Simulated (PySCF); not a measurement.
# Ir3N, singlet: data card

All numbers come from B3LYP in PySCF with N def2-SVP, Ir def2-SVP with ECP60; scalar-relativistic core potentials, no spin–orbit coupling; density-fitted integrals.

The structure is a higher-order saddle point with 2 imaginary modes (one degenerate set).

Z-matrix (Å, degrees; charge 0 multiplicity 1):
```
N
Ir 1 1.7908
Ir 1 1.7908 2 109.03
Ir 1 1.7908 2 109.03 3 118.92
```

- Point group: C3v
- Bond lengths: Ir–Ir 2.916 Å (×3), N–Ir 1.791 Å (×3)
- Bond angles: Ir–Ir–Ir 60.0° (×3), Ir–Ir–N 35.5° (×6), Ir–N–Ir 109.0° (×3)
- Principal polarisabilities: 89.7, 149.9, 149.9 bohr³
- Lowest empty level: -3.35 eV
- Highest occupied level: -4.68 eV
- Dipole moment: 0.80 D
- Zero-point energy (real modes): 13.3 kJ/mol
- Rotational constants: 0.02042, 0.02042, 0.01027 cm⁻¹
- Atomisation energy without zero-point energy: 847 kJ/mol
- Principal quadrupole moments (Buckingham, traceless) about the centre of mass: -13.11, 6.56, 6.56 D Å

Harmonic modes (masses in u: N 14.003, Ir 192.963):
```json
{"symmetry": "e", "ω (cm⁻¹)": "56i", "IR (km/mol, summed over degenerate members)": "–"}
{"symmetry": "a1", "ω (cm⁻¹)": "117", "IR (km/mol, summed over degenerate members)": "4.3"}
{"symmetry": "a1", "ω (cm⁻¹)": "526", "IR (km/mol, summed over degenerate members)": "20.1"}
{"symmetry": "e", "ω (cm⁻¹)": "793", "IR (km/mol, summed over degenerate members)": "15.5"}
```

In C3v the vibrations span 2e + 2a1.

Charges (e):
| atom | Mulliken | Löwdin | polar tensor | Mayer order to N1 |
| --- | --- | --- | --- | --- |
| N1 | -0.39 | 0.24 | 0.03 | – |
| Ir2,3,4 | 0.13 | -0.08 | -0.01 | 1.18 |
Other Mayer orders above 0.3: Ir–Ir 0.92 (×3).

Mulliken populations on N1: s 3.73, p 3.61, d 0.05.

Outer orbital energies (eV). occupied: -5.99, -5.99, -5.56, -5.56, -5.42, -5.15, -5.15, -4.68; empty: -3.35, -3.35, -3.02, -1.64.

Stability towards spin polarisation was not tested. This need not be the most stable arrangement of these atoms. At this level a singlet minimum of C3v symmetry lies 121 kJ/mol below this structure. The small gap makes a closed-shell description doubtful. With an element this heavy the missing spin–orbit coupling can shift these numbers.

The final relaxation and frequency run took about 4 core-minutes on a shared host.
